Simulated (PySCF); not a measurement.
F²⁺: excitation energy

F²⁺ [He] 2s2 2p3 (4S) → F²⁺ [He] 2s2 2p2 3d1 (high-spin determinant), as a difference of total energies. All numbers are calculated (PySCF 2.14, no relativity, point nucleus, in dyall-av3z). Correlated levels: valence: 1s2 frozen; virtual orbitals above 40 to 60 times the deepest correlated orbital energy dropped. The calculations carry no spin-orbit coupling.

```json
{"method": "UHF", "excitation energy (eV)": "51.049"}
{"method": "LDA", "excitation energy (eV)": "50.356"}
{"method": "PBE", "excitation energy (eV)": "49.816"}
{"method": "PBE0", "excitation energy (eV)": "50.263"}
{"method": "r2SCAN", "excitation energy (eV)": "50.770"}
{"method": "MN15", "excitation energy (eV)": "50.341"}
{"method": "revPBE", "excitation energy (eV)": "49.713"}
{"method": "r2SCANh", "excitation energy (eV)": "50.834"}
{"method": "PW91", "excitation energy (eV)": "49.922"}
{"method": "MP2 (valence)", "excitation energy (eV)": "48.681"}
{"method": "SCS-MP2 (valence)", "excitation energy (eV)": "48.007"}
```

Q: How much does correlation contribute at MP2 (valence)?

A: 48.681 − (51.049) = -2.368 eV, measured against UHF.

A first-order spin-orbit estimate (lowest level to lowest level, LS coupling) adds -0.036 eV.

The promoted electron is Rydberg-like, and one or two diffuse shells describe it only roughly, which tends to raise the upper state.

The determinant of the upper state mixes LS terms, which raises its energy above the lowest term, most at the Hartree-Fock and MP2 levels.
